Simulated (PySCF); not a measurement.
**BeP⁻ at UHF-CCSD**

Level: UHF-CCSD. Be aug-pcseg-1, P aug-pcseg-1; no relativity (PySCF 2.14).

For BeP⁻, the state is ³Π (triplet), unpaired electrons σ ↑, π ↑ and the bond length is 1.996 Å. The harmonic wavenumber is 687 cm⁻¹. The force constant is 1.94 mdyn/Å, the rotational constant Be is 0.6060 cm⁻¹ and the anharmonicity ωexe is 6.63 cm⁻¹. The vibration–rotation constant αe is 0.00676 cm⁻¹.

Correlated steps freeze 5 core orbitals. The state is the lowest determinant that a PBE0 search found; another state may lie lower at other levels.
